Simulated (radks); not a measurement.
Problem. The mean radii <r> (bohr) of the occupied orbitals of an atom or ion are listed with their occupations. Calculated with a radial shooting solver on a logarithmic mesh with Libxc functionals: scalar-relativistic Kohn-Sham, SCAN, spin-polarised, spherical densities, finite nucleus; meta-GGA in the generalised Kohn-Sham scheme; Fermi nuclear charge, rms radius of each element as measured or else 0.836 A^(1/3) + 0.57 fm.

orbital  occ.      <r>
1s down     1  0.01774
1s up       1  0.01774
2s up       1  0.07489
2s down     1  0.07489
2p up       3  0.06730
2p down     3  0.06729
3s up       1   0.1932
3s down     1   0.1930
3p up       3   0.1937
3p down     3   0.1936
3d up       5   0.1756
3d down     5   0.1755
4s up       1   0.4107
4s down     1   0.4111
4p up       3   0.4284
4p down     3   0.4289
4d up       5   0.4367
4d down     5   0.4374
4f up       2   0.4211

Name the element and its charge. Open shells, if any, are filled with parallel spins first.

Solution. Z = 76, osmium, charge +28: Os28+ in [Kr] 4d10 4f2. The 1s radius gives Z: for a bare nucleus <r> = (2 gamma + 1)/(2Z) with gamma = sqrt(1 - (Z/c)^2), 0.01753 bohr for Z = 76, and screening makes it slightly larger (0.01774 here). The occupations add up to 48, and the charge is Z minus that.
